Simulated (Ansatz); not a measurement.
Reaction (formal exchange of groups at a B–C bond): `BC(=C)[NH][GeH3]` + `COCO` → `BCOCO` + `C=C[NH][GeH3]`

Computed with Ansatz on PBE0-D4/def2-TZVP structures; ΔE is electronic, products minus reactants. CBS: MP2 limit from def2 TZ/QZ plus the TZ coupled-cluster correction, frozen cores. This one scheme is used for every species. Functionals use def2-TZVPP. B3LYP here is the variant with VWN-RPA as its local correlation; programs differ in this. For Ge outer-core shells are correlated without core-valence functions, which leaves a few kJ/mol of doubt a bond. Scalar relativity is left out up to krypton. Each species was taken in one conformer, which may not be the lowest.

`BC(=C)[NH][GeH3]`:

```xyz
13

B    -1.536    0.558   -0.152
C    -0.416   -0.063    0.703
C    -0.725   -0.330    1.994
N     0.830   -0.324    0.166
Ge    1.378   -0.013   -1.563
H    -2.599    0.768    0.347
H    -1.367    0.836   -1.307
H    -1.715   -0.107    2.366
H    -0.014   -0.767    2.692
H     1.503   -0.730    0.796
H     1.300    1.485   -1.902
H     2.835   -0.498   -1.580
H     0.526   -0.815   -2.561
```

`COCO`:

Cartesian coordinates in Å:
```
C 1.234 0.069 -0.520
O 0.398 -0.713 0.302
C -0.948 -0.380 0.195
O -1.252 0.884 0.709
H 2.254 -0.285 -0.370
H 0.966 -0.051 -1.578
H 1.176 1.130 -0.261
H -1.487 -1.173 0.724
H -1.263 -0.349 -0.856
H -1.079 0.869 1.655
```

`BCOCO`:

Cartesian coordinates in Å:
```
B 1.115 -1.737 -0.715
C 0.028 -0.675 -0.446
O 0.517 0.592 -0.057
C -0.485 1.493 0.290
O -1.159 1.144 1.464
H 0.757 -2.805 -1.119
H 2.273 -1.530 -0.511
H -0.632 -1.098 0.335
H -0.633 -0.583 -1.328
H 0.012 2.464 0.380
H -1.259 1.539 -0.486
H -0.533 1.196 2.192
```

`C=C[NH][GeH3]`:

```xyz
11

C     0.590    1.006    1.841
C     0.105    0.741    0.627
N     0.460   -0.307   -0.195
Ge   -0.605   -0.924   -1.563
H     1.321    0.365    2.321
H     0.268    1.890    2.373
H    -0.629    1.414    0.188
H     1.120   -0.952    0.213
H    -1.812   -1.735   -1.048
H     0.287   -1.814   -2.440
H    -1.104    0.316   -2.318
```

```json
{"level": "PBE-D4", "ΔE (kcal/mol)": "5.6", "difference from CCSD(T)/CBS": "-0.5"}
{"level": "r2SCAN-D4", "ΔE (kcal/mol)": "5.1", "difference from CCSD(T)/CBS": "-1.0"}
{"level": "PBE0-D4", "ΔE (kcal/mol)": "5.2", "difference from CCSD(T)/CBS": "-0.9"}
{"level": "B3LYP-D4", "ΔE (kcal/mol)": "5.6", "difference from CCSD(T)/CBS": "-0.5"}
{"level": "ωB97X-V", "ΔE (kcal/mol)": "4.4", "difference from CCSD(T)/CBS": "-1.7"}
{"level": "ωB97M-V", "ΔE (kcal/mol)": "4.6", "difference from CCSD(T)/CBS": "-1.5"}
{"level": "B2PLYP", "ΔE (kcal/mol)": "5.2", "difference from CCSD(T)/CBS": "-0.9"}
{"level": "PBE", "ΔE (kcal/mol)": "4.9", "difference from CCSD(T)/CBS": "-1.2"}
{"level": "r2SCAN", "ΔE (kcal/mol)": "5.0", "difference from CCSD(T)/CBS": "-1.1"}
{"level": "PBE0", "ΔE (kcal/mol)": "4.6", "difference from CCSD(T)/CBS": "-1.5"}
{"level": "B3LYP", "ΔE (kcal/mol)": "4.4", "difference from CCSD(T)/CBS": "-1.7"}
{"level": "HF/def2-TZVPP", "ΔE (kcal/mol)": "3.2", "difference from CCSD(T)/CBS": "-2.9"}
{"level": "MP2/def2-TZVPP", "ΔE (kcal/mol)": "6.4", "difference from CCSD(T)/CBS": "0.3"}
{"level": "SCS-MP2/def2-TZVPP", "ΔE (kcal/mol)": "6.1", "difference from CCSD(T)/CBS": "0.0"}
{"level": "CCSD/def2-TZVPP", "ΔE (kcal/mol)": "5.2", "difference from CCSD(T)/CBS": "-0.9"}
{"level": "CCSD(T)/def2-TZVPP", "ΔE (kcal/mol)": "6.1", "difference from CCSD(T)/CBS": "0.0"}
{"level": "HF/def2-QZVPP", "ΔE (kcal/mol)": "3.2", "difference from CCSD(T)/CBS": "-2.9"}
{"level": "MP2/def2-QZVPP", "ΔE (kcal/mol)": "6.4", "difference from CCSD(T)/CBS": "0.3"}
{"level": "SCS-MP2/def2-QZVPP", "ΔE (kcal/mol)": "6.1", "difference from CCSD(T)/CBS": "0.0"}
{"level": "HF/CBS(def2)", "ΔE (kcal/mol)": "3.2", "difference from CCSD(T)/CBS": "-2.9"}
{"level": "MP2/CBS(def2)", "ΔE (kcal/mol)": "6.4", "difference from CCSD(T)/CBS": "0.3"}
{"level": "CCSD/CBS(def2)", "ΔE (kcal/mol)": "5.2", "difference from CCSD(T)/CBS": "-0.9"}
{"level": "CCSD(T)/CBS", "ΔE (kcal/mol)": "6.1", "difference from CCSD(T)/CBS": "0"}
```

Largest T1 diagnostic among the species: 0.012.

In def2-TZVPP, CCSD(T) changes the Hartree–Fock value by +2.9 kcal/mol (the triples alone add +0.9 kcal/mol) and MP2 by +3.2 kcal/mol. The D4 term adds +1.2 kcal/mol with B3LYP and +0.6 kcal/mol with PBE0; it sums over pairs of atoms, weighted by their polarisabilities, and B3LYP, whose exchange is more repulsive, gets the larger term.
